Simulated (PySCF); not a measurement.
CuF, singlet, at a GFN2-xTB geometry (such geometries of metal compounds can be far from the true shape); PBE/def2-SV(P) run with PySCF.

Input for PySCF:
```python
from pyscf import gto, scf, dft

mol = gto.Mole()
mol.atom = '''
    Cu   -0.000000   -0.000000   -0.406158
    F     0.000000    0.000000    1.308730
'''
mol.basis = 'def2-sv(p)'
mol.charge = 0
mol.spin = 0
mol.verbose = 4
mol.build()

mf = dft.RKS(mol)
mf.xc = 'pbe'
mf.kernel()
```

It wrote (shortened):

```
PySCF version 2.14.0

[INPUT] verbose = 4
[INPUT] num. atoms = 2
[INPUT] num. electrons = 38
[INPUT] charge = 0
[INPUT] spin (= nelec alpha-beta = 2S) = 0
[INPUT] symmetry False subgroup None
[INPUT] Mole.unit = angstrom
[INPUT] Symbol           X                Y                Z      unit          X                Y                Z       unit  Magmom
[INPUT]  1 Cu     0.000000000000   0.000000000000  -0.406158000000 AA    0.000000000000   0.000000000000  -0.767527383301 Bohr   0.0
[INPUT]  2 F      0.000000000000   0.000000000000   1.308730000000 AA    0.000000000000   0.000000000000   2.473141271002 Bohr   0.0

nuclear repulsion = 80.5389343503016
number of shells = 16
number of NR pGTOs = 90
number of NR cGTOs = 38
basis = def2-sv(p)
ecp = {}

******** <class 'pyscf.dft.rks.RKS'> ********
method = RKS
initial guess = minao
damping factor = 0
level_shift factor = 0
DIIS = <class 'pyscf.scf.diis.CDIIS'>
diis_start_cycle = 1
diis_space = 8
diis_damp = 0
SCF conv_tol = 1e-09
SCF conv_tol_grad = None
SCF max_cycles = 50
direct_scf = True
direct_scf_tol = 1e-13
XC library pyscf.dft.libxc version 7.1.2
    S. Lehtola, C. Steigemann, M. J. T. Oliveira, and M. A. L. Marques,  SoftwareX 7, 1–5 (2018)
XC functionals = pbe
    J. P. Perdew, K. Burke, and M. Ernzerhof,  Phys. Rev. Lett. 77, 3865 (1996)
    J. P. Perdew, K. Burke, and M. Ernzerhof,  Phys. Rev. Lett. 78, 1396 (1997)
    J. P. Perdew, K. Burke, and M. Ernzerhof,  Phys. Rev. Lett. 77, 3865 (1996)
    J. P. Perdew, K. Burke, and M. Ernzerhof,  Phys. Rev. Lett. 78, 1396 (1997)
radial grids:
    Treutler-Ahlrichs [JCP 102, 346 (1995); DOI:10.1063/1.469408] (M4) radial grids

becke partition: Becke, JCP 88, 2547 (1988); DOI:10.1063/1.454033
pruning grids: <function nwchem_prune>
grids dens level: 3
symmetrized grids: False
atomic radii adjust function: <function treutler_atomic_radii_adjust>
small_rho_cutoff = 0
Set gradient conv threshold to 3.16228e-05
Initial guess from minao.
tot grids = 34904
init E= -1739.29771339601
  HOMO = -0.0446475802442716  LUMO = -0.0295515303110472  gap/eV = 0.41078
cycle= 1 E= -1738.26725377093  delta_E= 1.03  |g|= 2.74  |ddm|= 1.96
  HOMO = -0.212640565035647  LUMO = -0.188847879765612  gap/eV = 0.64743
cycle= 2 E= -1728.69279574169  delta_E= 9.57  |g|= 5.65  |ddm|= 5.84
  HOMO = -0.602832513755044  LUMO = -0.19684195634641  gap/eV = 11.04757
cycle= 3 E= -1738.48430126103  delta_E= -9.79  |g|= 2.56  |ddm|= 5.81
  HOMO = -0.303781062646503  LUMO = -0.141898143985105  gap/eV = 4.40506
cycle= 4 E= -1739.60424320464  delta_E= -1.12  |g|= 0.602  |ddm|= 1.55
  HOMO = -0.179345392583743  LUMO = -0.132821205032886  gap/eV = 1.26599
cycle= 5 E= -1739.63002187726  delta_E= -0.0258  |g|= 0.435  |ddm|=  1.3
  HOMO = -0.1968995534071  LUMO = -0.13149956929064  gap/eV = 1.77962
cycle= 6 E= -1739.67441851142  delta_E= -0.0444  |g|= 0.174  |ddm|= 0.55
  HOMO = -0.19065467240553  LUMO = -0.128387124249044  gap/eV = 1.69439
cycle= 7 E= -1739.67979442747  delta_E= -0.00538  |g|= 0.0244  |ddm|= 0.135
  HOMO = -0.190245327572847  LUMO = -0.127663411995256  gap/eV = 1.70294
cycle= 8 E= -1739.67986533754  delta_E= -7.09e-05  |g|= 0.0103  |ddm|= 0.0181
  HOMO = -0.18914851883791  LUMO = -0.127153035380801  gap/eV = 1.68698
cycle= 9 E= -1739.67988623163  delta_E= -2.09e-05  |g|= 0.00167  |ddm|= 0.0128
  HOMO = -0.189237626950168  LUMO = -0.127249195361528  gap/eV = 1.68679
cycle= 10 E= -1739.67988684736  delta_E= -6.16e-07  |g|= 0.000272  |ddm|= 0.00189
  HOMO = -0.189226979647562  LUMO = -0.127241932539681  gap/eV = 1.68670
cycle= 11 E= -1739.67988685799  delta_E= -1.06e-08  |g|= 8.65e-05  |ddm|= 0.000147
  HOMO = -0.189219597282198  LUMO = -0.12723788564881  gap/eV = 1.68661
cycle= 12 E= -1739.67988685933  delta_E= -1.34e-09  |g|= 5.54e-06  |ddm|= 8.62e-05
  HOMO = -0.189219224829632  LUMO = -0.127237896390953  gap/eV = 1.68660
cycle= 13 E= -1739.67988685934  delta_E= -8.87e-12  |g|= 1.08e-06  |ddm|= 9.13e-06
  HOMO = -0.189219717801619  LUMO = -0.127238072686651  gap/eV = 1.68661
Extra cycle  E= -1739.67988685933  delta_E= 4.55e-12  |g|= 5.35e-06  |ddm|= 6.61e-06
converged SCF energy = -1739.67988685933
```
